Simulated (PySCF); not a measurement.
A run for PySCF: U-HF/LANL2DZ on I2, a point of a bond scan (R = 4.042 Å).

```python
from pyscf import gto, scf, dft, mp
from pyscf.data.elements import chemcore

mol = gto.M(
    atom='''
    I    -0.00000000   -0.00000000   -1.34740410
    I     0.00000000    0.00000000    2.69480820
    ''',
    basis='lanl2dz',
    ecp={'I': 'lanl2dz'},
    charge=0, spin=0, verbose=3, max_memory=1800)
mf = scf.UHF(mol)
mf.conv_tol = 1e-8
mf.max_cycle = 100
mf.init_guess_breaksym = True
mf.kernel()
if not mf.converged:
    mf = mf.newton().run(mf.mo_coeff, mf.mo_occ)
for _ in range(4):
    mo, _, stable, _ = mf.stability(return_status=True)
    if stable:
        break
    mf.kernel(mf.make_rdm1(mo, mf.mo_occ))
```

It printed:

```
converged SCF energy = -22.2319765180696  <S^2> = 8.8817842e-16  2S+1 = 1
<class 'pyscf.scf.uhf.UHF'> wavefunction has an internal instability
converged SCF energy = -22.3135991492568  <S^2> = 0.96672094  2S+1 = 2.2061015
<class 'pyscf.scf.uhf.UHF'> wavefunction has an internal instability
converged SCF energy = -22.314149448386  <S^2> = 0.98504167  2S+1 = 2.2226486
<class 'pyscf.scf.uhf.UHF'> wavefunction is stable in the internal stability analysis
```

The calculation finished and met its thresholds. Its determinant has ⟨S²⟩ = 0.99, a mixture of spin states.

Cost: roughly 0.4 core-seconds.
